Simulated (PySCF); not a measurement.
How methods differ on the excitation energy of O²⁺

O²⁺ [He] 2s2 2p2 (3P) → O²⁺ [He] 2s1 2p3 (5S), as a difference of total energies. Computed with PySCF 2.14 in dyall-acv3z (15s9p4d2f, 76 functions), with no relativity, point nucleus. Correlated levels: valence: 1s2 frozen; valence and next inner shell: nothing frozen; virtual orbitals above 40 to 60 times the deepest correlated orbital energy dropped. The calculations carry no spin-orbit coupling.

| method | excitation energy (eV) |
| --- | --- |
| UHF | 5.475 |
| LDA | 7.315 |
| PBE | 7.494 |
| PBE0 | 7.289 |
| r2SCAN | 6.521 |
| CAM-B3LYP | 8.147 |
| B97-3 | 7.870 |
| MN15 | 7.329 |
| M06 | 7.281 |
| MP2 (valence) | 6.847 |
| SCS-MP2 (valence) | 7.478 |
| MP2 (valence and next inner shell) | 6.855 |
| SCS-MP2 (valence and next inner shell) | 7.487 |

Problem. How much does correlation contribute at MP2 (valence and next inner shell)?

Solution. 6.855 − (5.475) = 1.380 eV, measured against UHF.

A first-order spin-orbit estimate (lowest level to lowest level, LS coupling) adds 0.027 eV.
